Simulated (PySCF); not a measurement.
H3HfO3, charge +1, multiplicity 1. Atoms are numbered in the order given.

```xyz
7

Hf     0.0000     0.0000    -0.1926
O      1.5350    -0.8862     0.4496
H      2.2138    -1.2782     1.0258
O      0.0000     1.7725     0.4496
H      0.0000     2.5563     1.0258
O     -1.5350    -0.8862     0.4496
H     -2.2138    -1.2782     1.0258
```
Charge +1, spin multiplicity 1.

Geometry optimised at PBE-D3(BJ)/def2-SVP. The spin state was assumed, not searched. The isomer is the one that the SMILES or the coordinates give; other isomers of the formula were not compared. The def2 effective core potentials stand for the cores of Hf; spin–orbit coupling is left out. One conformer was computed; it need not be the lowest.

Computed with PBE-D3(BJ)/def2-SVP (PySCF).

Frequencies are harmonic and unscaled.

Modes within 1.5 cm⁻¹ of each other (mostly degenerate sets) share a row, with their intensities summed.

Computed vibrational spectrum:
```tsv
mode	ν (cm⁻¹)	IR (km/mol)	Raman (Å⁴/amu)	depolarisation	moving atoms (share of kinetic energy)
1	140	0.9	2.0	0.74	O 62 %, H 21 %, Hf 17 %
2–3	190	1.0	9.2	0.75	O 79 %, H 15 %
4	263	0.0	0.0	–	H 88 %, O 12 %
5–6	381	723.3	6.0	0.75	H 84 %, O 16 %
7–8	492	81.8	6.6	0.75	H 86 %, O 14 %
9	545	340.7	1.4	0.45	H 76 %, O 23 %
10–11	749	212.3	8.6	0.75	O 81 %, Hf 12 %
12	774	21.6	28.6	0.03	O 88 %
13–14	3785	1099.3	198.5	0.75	H 94 %
15	3797	273.4	207.5	0.02	H 94 %
```
